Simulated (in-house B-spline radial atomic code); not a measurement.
## How G0W0 and RPA depend on the start: In2+

Configuration [Kr] 4d10 5s1, highest spin. Computed with an all-electron radial atomic-structure program (B-spline basis): all electrons, scalar-relativistic (spin-free one-electron X2C), finite nucleus, each spin shell either full or empty, empty states to l = 9 with an (l + 1/2)⁻⁴ tail; G0W0 by contour deformation at full frequency.

RPA overbinds a lone outer s electron by self-correlation, and G0W0 tends to as well.

| start | mean-field 5s up (eV) | G0W0 (eV) | QP weight | RPA correlation (Eh) |
| --- | --- | --- | --- | --- |
| Hartree-Fock | -26.778 | -28.294 | 0.974 | -3.4097 |
| LDA VWN5 | -24.530 | -28.846 | 0.950 | -3.7164 |
| PBE | -24.135 | -28.764 | 0.949 | -3.7098 |
| PBE0 | -24.970 | -28.631 | 0.959 | -3.6259 |
| r2SCAN | -24.356 | -28.702 | 0.956 | -3.6553 |
| HSE06 | -24.632 | -28.661 | 0.956 | -3.6335 |
| B3LYP (VWN-RPA) | -25.002 | -28.718 | 0.957 | -3.6447 |
| SCAN | -24.548 | -28.730 | 0.953 | -3.6548 |
| TPSS | -23.946 | -28.739 | 0.949 | -3.694 |
| BHandHLYP | -25.830 | -28.555 | 0.965 | -3.5504 |
| CAM-B3LYP | -26.467 | -28.661 | 0.965 | -3.6082 |
| LC-wPBE | -27.521 | ? | ? | ? |
| wB97X | -26.982 | -28.550 | 0.970 | -3.5902 |
| PBEsol | -24.208 | ? | ? | ? |
| BLYP | -24.181 | -28.825 | 0.949 | -3.7124 |
| r2SCAN0 | -25.206 | -28.599 | 0.962 | -3.5901 |
| LDA exchange-only | -23.533 | -28.897 | 0.948 | -3.7157 |

Problem. What G0W0 level, weight and RPA correlation energy follow from the LC-wPBE start?

Solution. G0W0 level -28.577 eV, weight 0.970, RPA correlation -3.6054 hartree.

Problem. What G0W0 level, weight and RPA correlation energy follow from the PBEsol start?

Solution. G0W0 level -28.789 eV, weight 0.950, RPA correlation -3.7122 hartree.

Problem. How much of the dependence on the start does G0W0 remove?

Solution. The mean-field levels span 3.99 eV and the G0W0 levels 0.603 eV. Against 28.044 eV (NIST, measured) the G0W0 removal energies are off by +0.25 to +0.85 eV, with spin-orbit coupling, Breit and QED terms left out.
